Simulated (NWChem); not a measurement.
## Correlation energy of In

```xyz
1

In     0.0000     0.0000     0.0000
```
Charge 0, spin multiplicity 2.

The numbers come from NWChem runs, not from measurements.

Basis set: def2-QZVP. Each correlation energy counts from its own Hartree-Fock reference.

Effective core potentials replace the inner electrons of In; spin-orbit coupling is left out. The correlated methods keep 4 core orbitals frozen. No SCF solution was tested for a lower state. Open-shell Hartree-Fock references start from PBE0 orbitals. No row is a measurement; the coupled-cluster row has its own basis-set and correlation limits.

For the correlation energy, UMP2 gives -434.6 mHa and SCS-UMP2 gives -383.1 mHa. What do CCSD on ROHF, CCSD[T] on ROHF, CCSD(T) on ROHF give?

CCSD on ROHF: -409.7 mHa; CCSD[T] on ROHF: -420.4 mHa; CCSD(T) on ROHF: -420.1 mHa.
